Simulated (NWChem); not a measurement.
Molecule: C₄H₄O₂; SMILES C=C1OC=CO1

Computed with NWChem. Medium grid unless said otherwise, to which SCAN and Minnesota functionals are sensitive. Structure relaxed at the B3LYP/6-31G* (spherical d) level. Total energies of different functionals are on different scales.

```
level                   energy (Ha)  highest occupied level (eV)  orbital gap (eV)  dipole (D)
----------------------  -----------  ---------------------------  ----------------  ----------
PBE/def2-TZVP             -304.9880                        -4.67              3.94        2.16
B3LYP/def2-TZVP           -305.3387                        -5.60              5.62        2.21
r2SCAN/def2-TZVP          -305.1748                        -4.85              4.35        2.22
CAM-B3LYP/def2-TZVP       -305.2041                          ___               ___        2.24
M06-2X/def2-TZVP          -305.2144                        -6.97              8.22        2.19
Hartree-Fock/def2-TZVP    -303.5773                        -8.33             12.49        2.34
```

Problem. Some entries are withheld; supply them.

Solution. 
- CAM-B3LYP/def2-TZVP, highest occupied level (eV): -7.09
- CAM-B3LYP/def2-TZVP, orbital gap (eV): 8.52
